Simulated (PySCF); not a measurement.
PySCF 2.14 output of an unrestricted PBEsol calculation on a single atom or ion in aug-cc-pVTZ-PP with ECP10MDF, with a scalar-relativistic core potential:

```
SCF conv_tol = 1e-09
number electrons alpha = 11  beta = 9
    J. P. Perdew, A. Ruzsinszky, G. I. Csonka, O. A. Vydrov, G. E. Scuseria, L. A. Constantin, X. Zhou, and K. Burke.,  Phys. Rev. Lett. 100, 136406 (2008)
    J. P. Perdew, A. Ruzsinszky, G. I. Csonka, O. A. Vydrov, G. E. Scuseria, L. A. Constantin, X. Zhou, and K. Burke.,  Phys. Rev. Lett. 100, 136406 (2008)
cycle= 1 E= -293.043635785957  delta_E= -0.00586  |g|= 0.14  |ddm|= 0.462
cycle= 2 E= -293.04484488081  delta_E= -0.00121  |g|= 0.114  |ddm|= 0.267
cycle= 3 E= -293.047699827452  delta_E= -0.00285  |g|= 0.000743  |ddm|= 0.123
cycle= 4 E= -293.047699954671  delta_E= -1.27e-07  |g|= 3.34e-06  |ddm|= 0.00109
cycle= 5 E= -293.047699954679  delta_E= -7.73e-12  |g|= 3.73e-07  |ddm|= 1.13e-05
converged SCF energy = -293.047699954679  <S^2> = 2.000801  2S+1 = 3.0005339
```

The run itself started from symmetry-adapted Hartree-Fock orbitals and held the occupation by maximum overlap, on a logarithmic radial grid, so the iterations belong to that start.

Task: Which element, charge and spin multiplicity is this?

Result: Ge²⁺ (germanium, charge +2), multiplicity 3; the state was [Ar] 3d10 4s1 4p1, high-spin 3P determinant (an excited configuration).

Energies and moments cover only the electrons outside the core potential.
